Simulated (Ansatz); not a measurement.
The first iterations of a band of CH$_{7}$NO$_{2}$Si (12 atoms, charge 0, multiplicity 1).

All numbers below come from RKS PBE0-D4/def2-SVP (Ansatz).

```
movable images  : 7
climbing image  : yes
spring          : 5.0 eV/Å²
optimiser       : quadratic models (default)
start path      : through a guess of the saddle point
force threshold : 0.05 eV/Å
iteration limit : 60
end points      : relaxed
```

First end point:

```xyz
12
Properties=species:S:1:pos:R:3
O -1.504 -0.793 0.841
C -0.399 -0.892 0.010
O -0.743 -1.786 -1.007
N -0.053 0.383 -0.516
Si 0.994 1.514 0.300
H -1.852 -1.685 0.963
H 0.484 -1.271 0.574
H -0.009 -1.805 -1.631
H -0.829 0.767 -1.052
H 2.175 0.740 0.788
H 0.395 2.237 1.467
H 1.418 2.537 -0.702
```

Last end point:

```xyz
12
Properties=species:S:1:pos:R:3
O -1.397 -0.687 0.482
C -0.113 -0.941 0.059
O -0.056 -1.898 -0.935
N 0.404 0.357 -0.388
Si 0.953 1.616 1.145
H -1.646 -1.324 1.160
H 0.556 -1.281 0.870
H -0.819 -1.765 -1.514
H -0.299 0.826 -0.965
H 1.227 0.199 -0.971
H -0.381 2.359 1.007
H 1.646 2.484 0.082
```

| iteration | highest image above the first end (eV) | largest band force component (eV/Å) |
| --- | --- | --- |
| 1 | 4.859 | 14.780 |
| 2 | 3.379 | 4.131 |
| 3 | 2.854 | 0.965 |
| 4 | 2.886 | 0.775 |
| 5 | 2.686 | 1.611 |
| 6 | 3.025 | 0.956 |

Task: Does the band converge within its limit, and where does its top end?

Result: The run converged. It ended after 18 iterations with the highest image 2.994 eV above the first end. Neighbouring images differ by up to 2.3 eV, so the band resolves the path poorly. A vibrational analysis at the climbing image gives one clearly imaginary mode, 1531i cm⁻¹: a first-order saddle point. The orbitals stay closed-shell, which can raise the energy where a bond breaks towards radicals; this wasn't checked here.

Run time: 5.9 min on 2 threads of Arm Neoverse V1, with other jobs on the host, peak memory 0.24 GiB.
